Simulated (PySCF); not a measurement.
**Relaxation of doublet ICl4**

Computed with UB3LYP/[I def2-SVP with ECP28, Cl def2-SVP], scalar-relativistic core potentials, density fitting, no spin–orbit coupling, PySCF. A (50,194) grid was used.

A start displaced from a saddle point along its imaginary mode, of C4v symmetry, held to at least that symmetry:

```xyz
5
charge 0 multiplicity 2, angstrom
I     0.0000    0.0000   -0.2500
Cl    2.4992    0.0000    0.2268
Cl    0.0000    2.4992    0.2268
Cl   -2.4992    0.0000    0.2268
Cl    0.0000   -2.4992    0.2268
```

What does it relax to?

It ends at C4v with I–Cl 2.490 Å (×4); Cl–I–Cl 89.3° (×4), Cl–I–Cl 167.0° (×2). A frequency run shows a minimum. Other isomers or separated fragments may lie lower.

How much energy is released, and in how many steps?

11.7 kJ/mol in 4 steps.

Spin–orbit coupling, left out here, can matter for elements this heavy.
